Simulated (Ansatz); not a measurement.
Reaction (formal exchange of groups at a Ge–B bond): `[CH3][GeH2][B](O)O` + `C=CF` → `C=[C](F)[GeH2][CH3]` + `OBO`

Computed with Ansatz on PBE0-D4/def2-TZVP structures; ΔE is electronic, products minus reactants. CCSD(T)/CBS adds triple-zeta CCSD(T) − MP2 to the extrapolated MP2 energy (def2 sets, frozen cores). This one scheme is used for every species. Functionals use def2-TZVPP. For Ge outer-core shells are correlated without core-valence functions, which leaves a few kJ/mol of doubt a bond. Scalar relativity is left out up to krypton. Each species was taken in one conformer, which may not be the lowest.

CCSD(T)/CBS gives -2.0 kcal/mol.

Question: Another level gave -0.2 kcal/mol. Which?
A. r2SCAN/def2-TZVPP
B. CCSD(T)/def2-TZVPP
C. PBE-D4/def2-TZVPP
D. HF/def2-TZVPP

Answer: C. PBE-D4 -0.2, CCSD(T)/def2-TZVPP -2.3, HF/def2-TZVPP -3.8, r2SCAN -1.2 kcal/mol.

Largest T1 diagnostic among the species: 0.013.
